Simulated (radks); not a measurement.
Effect of the nuclear size on the bismuth ion Bi+, [Hg] 6p2. All-electron calculation, Dirac Kohn-Sham, BLYP, spin-unpolarised, spherical densities, finite nucleus; open shells fill j = l - 1/2 first; Fermi nuclear charge, rms radius 5.5211 fm. Program: a radial shooting solver on a logarithmic mesh with Libxc functionals. The rms radius is varied about that value; shifts are against it.

rms radius (fm)	total energy shift (eV)	density at nucleus (e/bohr^3)	1s1/2 shift (meV)	2s1/2 shift (meV)	4p1/2 shift (meV)	5s1/2 shift (meV)	5p1/2 shift (meV)	6s1/2 shift (meV)	6p1/2 shift (meV)
4.9193	-29.9	3.128e+06	-11900	-1820	-2.60	-22.5	0.396	-2.59	0.337
5.3279	-9.80	3.018e+06	-3890	-597	-0.855	-7.37	0.129	-0.849	0.111
5.5211	0	2.97e+06	0.000	0.000	0.000	0.000	0.000	0.000	0.000
5.7309	10.9	2.921e+06	4310	662	0.951	8.17	-0.143	0.941	-0.122
6.3769	45.7	2.785e+06	18100	2780	4.02	34.3	-0.596	3.96	-0.515

Slopes of the eigenvalues against <r^2> in GHz/fm^2, as finite differences over the two radii next to the reference (eigenvalue slopes, not the field-shift constants of lines): 1s1/2 445000, 2s1/2 68300, 4p1/2 98.0, 5s1/2 843, 5p1/2 -14.7, 6s1/2 97.2, 6p1/2 -12.7.
